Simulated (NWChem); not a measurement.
The numbers come from NWChem runs, not from measurements. System: ClLi, charge 0, spin multiplicity 1, at a geometry optimised with B3LYP/def2-SVP. The structure started from a generated list of species. Level: EOM-CCSD/aug-cc-pVDZ, 5 core orbitals frozen.

The NWChem input:

```
start mol
memory heap 100 mb stack 700 mb global 1900 mb
geometry units angstroms nocenter noautoz
  Li     0.000000     0.000000    -1.700614
  Cl     0.000000     0.000000     0.300108
  symmetry group C2v
end
basis spherical
  * library aug-cc-pvdz
end
scf
  rhf
  nopen 0
  maxiter 100
  thresh 1e-7
  semidirect memsize 60000000 filesize 0
end
tce
  freeze core 5
  ccsd
  nroots 1
  2eorb
  2emet 13
  thresh 1e-5
  maxiter 200
  tilesize 24
  dipole
end
task tce energy
```

Part of the output:

```
             Northwest Computational Chemistry Package (NWChem) 7.3.0
             --------------------------------------------------------

                                NWChem Input Module
                                -------------------

 Scaling coordinates for geometry "geometry" by  1.889725989
 (inverse scale =  0.529177249)

 Turning off AUTOSYM since
 SYMMETRY directive was detected!

                             Geometry "geometry" -> ""
                             -------------------------

 Output coordinates in angstroms (scale by  1.889725989 to convert to a.u.)

  No.       Tag          Charge          X              Y              Z
 ---- ---------------- ---------- -------------- -------------- --------------
    1 Li                   3.0000     0.00000000     0.00000000    -1.70061400
    2 Cl                  17.0000     0.00000000     0.00000000     0.30010800

 Effective nuclear repulsion energy (a.u.)      13.4891502662

            Nuclear Dipole moment (a.u.)
            ----------------------------
        X                 Y               Z
 ---------------- ---------------- ----------------
     0.0000000000     0.0000000000    -0.0000113384

      Symmetry information
      --------------------

 Group name             C2v
 Group number             16
 Group order               4
 No. of unique centers     2

      Symmetry unique atoms

     1    2


 Summary of "ao basis" -> "" (spherical)
 ------------------------------------------------------------------------------
       Tag                 Description            Shells   Functions and Types
 ---------------- ------------------------------  ------  ---------------------
 *                        aug-cc-pvdz                 on all atoms

 Summary of "ao basis" -> "ao basis" (spherical)
 ------------------------------------------------------------------------------
       Tag                 Description            Shells   Functions and Types
 ---------------- ------------------------------  ------  ---------------------
 Li                       aug-cc-pvdz                9       23   4s3p2d
[...]
   0.0000317153721   0.1957926921678    5.32779     0.1     0.1

 Iteration  14 using   14 trial vectors
   0.0000141107851   0.1957927714640    5.32779     0.1     0.1

 Iteration  15 using   15 trial vectors
   0.0000076257194   0.1957928605704    5.32780     0.1     0.1
 --------------------------------------------------------------
 Iterations converged
 ------------------

 Excited state root  1
 Excitation energy / hartree =        0.195792860570402
                   / eV      =        5.327797082533293
 largest EOMCCSD amplitudes: R1 and R2

 Singles contributions
    11a1  (alpha) ---     9b2  (alpha)       -0.8042611136
    14a1  (alpha) ---     9b2  (alpha)       -0.3231340205
    15a1  (alpha) ---     9b2  (alpha)       -0.2021951091
    18a1  (alpha) ---     9b2  (alpha)       -0.2701387967
    27a1  (alpha) ---     9b2  (alpha)       -0.1029944583

 Doubles contributions

 No. of initial left vectors    1

 EOM-CCSD left-hand side iterations
 --------------------------------------------------------------
      Residuum       Omega / hartree  Omega / eV    Cpu    Wall
 --------------------------------------------------------------

 Iteration   1 using    1 trial vectors
   0.4531794511213   0.2983692326017    8.11904     0.2     0.2

 Iteration   2 using    2 trial vectors
   0.0852100488668   0.2173764336574    5.91512     0.2     0.2

 Iteration   3 using    3 trial vectors
   0.0753879411146   0.2066861243991    5.62422     0.2     0.2

 Iteration   4 using    4 trial vectors
   0.0332818827498   0.1968681424745    5.35706     0.2     0.2

 Iteration   5 using    5 trial vectors
   0.0100348095602   0.1958008678166    5.32801     0.2     0.2

 Iteration   6 using    6 trial vectors
   0.0058026180207   0.1959546160472    5.33220     0.2     0.2

 Iteration   7 using    7 trial vectors
   0.0042971581378   0.1957917330383    5.32777     0.2     0.2

 Iteration   8 using    8 trial vectors
   0.0017854653012   0.1957665039020    5.32708     0.2     0.2

 Iteration   9 using    9 trial vectors
   0.0007757239334   0.1958062868908    5.32816     0.2     0.2

 Iteration  10 using   10 trial vectors
   0.0004865686181   0.1957905065969    5.32773     0.3     0.3

 Iteration  11 using   11 trial vectors
   0.0001963128032   0.1957933824261    5.32781     0.3     0.3

 Iteration  12 using   12 trial vectors
   0.0000705436347   0.1957935061371    5.32781     0.2     0.2

 Iteration  13 using   13 trial vectors
   0.0000323370497   0.1957925978542    5.32779     0.2     0.2

 Iteration  14 using   14 trial vectors
   0.0000143056605   0.1957928282452    5.32780     0.2     0.2

 Iteration  15 using   15 trial vectors
   0.0000076715761   0.1957928903974    5.32780     0.2     0.2
 --------------------------------------------------------------
 Iterations converged

 Excited state root  1
 Excitation energy / hartree =        0.195792860570402
                   / eV      =        5.327797082533293

 EOM-CCSD transition moments / hartree
 --------------------------------------------
 X    0.0000000 Y    0.5458376 Z    0.0000000
 Oscillator Strength                0.0388895
 --------------------------------------------

 EOM-CCSD dipole moments / hartree & Debye
 ------------------------------------
   X        -0.0000000     -0.0000000
   Y        -0.0000000     -0.0000000
   Z        -1.8145971     -4.6122806
 Total       1.8145971      4.6122806
 ------------------------------------

 Singles contributions
    11a1  (alpha) ---     9b2  (alpha)       -0.8042611136
    14a1  (alpha) ---     9b2  (alpha)       -0.3231340205
    15a1  (alpha) ---     9b2  (alpha)       -0.2021951091
    18a1  (alpha) ---     9b2  (alpha)       -0.2701387967
    27a1  (alpha) ---     9b2  (alpha)       -0.1029944583

 Doubles contributions

 Task  times  cpu:       24.6s     wall:       24.6s

 Total times  cpu:       24.6s     wall:       24.6s
```
